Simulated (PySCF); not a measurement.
PySCF job for SiH3Cl, SMILES [SiH3]Cl, B3LYP-D3(BJ)/def2-TZVP. Geometry: B3LYP-D3(BJ)/def2-TZVP. The isomer is the one that the SMILES or the coordinates give; other isomers of the formula were not compared.

```python
import numpy as np
from pyscf import gto, scf, dft, df
from pyscf.hessian import thermo

mol = gto.M(
    atom='''
    Si   -0.00000000   -0.00000000   -0.99188995
    Cl    0.00000000   -0.00000000    1.07443365
    H     1.21219283    0.69985986   -1.45963757
    H    -1.21219282    0.69985986   -1.45963757
    H     0.00000000   -1.39971970   -1.45963758
    ''',
    basis='def2-TZVP',
    charge=0,
    spin=0,
    max_memory=1600,
    verbose=3,
)
mf = dft.RKS(mol, xc='b3lyp').density_fit(auxbasis='def2-universal-jkfit')
mf.disp = 'd3bj'
mf.grids.level = 3
mf.conv_tol = 1e-11
mf.max_cycle = 100
mf.kernel()

# [left out here: the lines that compute and print the analytic Hessian (its translational invariance restored by hand, since the grid's response is missing), thermochemistry and intensities]
```

Program output:

```
converged SCF energy = -751.603210797327

WARN: DFTD3 does not support analytical Hessian, using finite difference


WARN: Mole.unit (angstrom) is changed to Bohr

Mode                                 0                   1                   2
Irrep
Freq [cm^-1]                      535.2857            660.9753            660.9765
Reduced mass [au]                  16.0522              1.1097              1.1097
Force const [Dyne/A]                2.7099              0.2857              0.2857
Char temp [K]                     770.1570            950.9963            950.9980
Normal mode                   x     y     z       x     y     z       x     y     z
       0  Si                 0.00 -0.00 -0.13   -0.05 -0.00  0.00   -0.00  0.05 -0.00
       1  Cl                -0.00  0.00  0.11    0.02  0.00 -0.00    0.00 -0.02  0.00
       2   H                 0.01  0.00 -0.10    0.19  0.02  0.66    0.01 -0.18 -0.31
       3   H                -0.01  0.00 -0.10    0.19  0.01 -0.60    0.02 -0.18 -0.41
       4   H                -0.00 -0.01 -0.10    0.18  0.02 -0.06    0.01 -0.19  0.73
Mode                                 3                   4                   5
Irrep
Freq [cm^-1]                      956.9190            959.6572            959.6664
Reduced mass [au]                   1.0784              1.0457              1.0457
Force const [Dyne/A]                0.5818              0.5674              0.5674
Char temp [K]                    1376.7934           1380.7330           1380.7463
Normal mode                   x     y     z       x     y     z       x     y     z
       0  Si                -0.00  0.00 -0.05   -0.00  0.04  0.00   -0.04 -0.00  0.00
       1  Cl                -0.00  0.00 -0.01    0.00 -0.00  0.00    0.00  0.00  0.00
       2   H                 0.16  0.09  0.52    0.38 -0.58  0.09    0.09 -0.32 -0.20
       3   H                -0.16  0.09  0.52   -0.36 -0.51  0.12    0.16  0.42  0.18
       4   H                 0.00 -0.18  0.52    0.07  0.09 -0.21    0.76 -0.01  0.02
Mode                                 6                   7                   8
Irrep
Freq [cm^-1]                     2250.7036           2262.5228           2262.5446
Reduced mass [au]                   1.0171              1.0535              1.0535
Force const [Dyne/A]                3.0356              3.1775              3.1776
Char temp [K]                    3238.2613           3255.2665           3255.2980
Normal mode                   x     y     z       x     y     z       x     y     z
       0  Si                 0.00  0.00  0.02   -0.00  0.04 -0.00   -0.04 -0.00  0.00
       1  Cl                -0.00 -0.00  0.00    0.00 -0.00 -0.00    0.00  0.00  0.00
       2   H                 0.47  0.27 -0.17   -0.32 -0.17  0.12    0.57  0.34 -0.22
       3   H                -0.47  0.27 -0.17    0.35 -0.19  0.13    0.55 -0.33  0.21
       4   H                 0.00 -0.55 -0.17   -0.00 -0.76 -0.25   -0.01  0.02  0.01
temperature 298.1500 [K]
pressure 101325.00 [Pa]
Rotational constants [GHz] 85.30083 6.52509 6.52509
Symmetry number 3
Zero-point energy (ZPE) 0.02622 [Eh]   68840.608 [J/mol]
                           tot       elec      trans        rot        vib
Entropy [J/mol/K]       250.829      0.000    161.103     82.949      6.777
Cv [J/mol/K]             42.811      0.000     12.472     12.472     17.868
Cp [J/mol/K]             51.125      0.000     20.786     12.472     17.868
Internal energy [J/mol]                      3718.434   3718.434  70384.735
Internal energy [Eh]   -751.57357  -751.60321
Enthalpy [J/mol]                             6197.391   3718.434  70384.735
Enthalpy [Eh]          -751.57263
Gibbs free energy [J/mol]                  -41835.494 -21012.795  68364.094
Gibbs free energy [Eh] -751.60111
static polarisability / bohr^3: [[ 3.4025e+01  0.0000e+00  0.0000e+00]
 [ 0.0000e+00  3.4025e+01  1.0000e-03]
 [-0.0000e+00  0.0000e+00  4.5028e+01]]
largest difference of analytic and finite-field dipole derivatives / e: 0.0009477697281441433
mode   freq/cm-1   IR/(km/mol)   Raman/(A^4/amu)   depolarisation
   1      535.29        68.998             8.595            0.248
   2      660.98        24.850             7.115            0.750
   3      660.98        24.854             7.120            0.750
   4      956.92       266.004             5.979            0.530
   5      959.66        63.146            12.917            0.750
   6      959.67        63.142            12.914            0.750
   7     2250.70        53.217           259.242            0.014
   8     2262.52       102.959            75.200            0.750
   9     2262.54       102.939            75.203            0.750
max |gradient| / (hartree/bohr): 2.0712388228163146e-05
APT charges: [ 1.2518 -0.4981 -0.2512 -0.2512 -0.2512]
```

Self-consistency was reached.

Cost: around 70 core-seconds (rough).
